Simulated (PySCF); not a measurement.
**In: ionisation energy**

In [Kr] 4d10 5s2 5p1 (2P) → In⁺ [Kr] 4d10 5s2 (1S), as a difference of total energies. Calculation: PySCF 2.14, in def2-TZVPPD with the def2 core potential (28 electrons) (7s5p4d2f, 56 functions); a scalar-relativistic core potential. Correlated levels: valence and next inner shell: nothing frozen outside the core potential. The calculations carry no spin-orbit coupling.

```
                                method  ionisation energy (eV)
                                   UHF                   5.216
    MP2 (valence and next inner shell)                   5.442
SCS-MP2 (valence and next inner shell)                   5.388
   CCSD (valence and next inner shell)                   5.491
CCSD(T) (valence and next inner shell)                   5.511
```

How much does correlation contribute at CCSD(T) (valence and next inner shell)?

5.511 − (5.216) = 0.295 eV, measured against UHF.

Errors of the correlated levels include the incompleteness of this basis.

For comparison: 5.603 eV (measured; NIST levels, between the centres of gravity of the two terms).
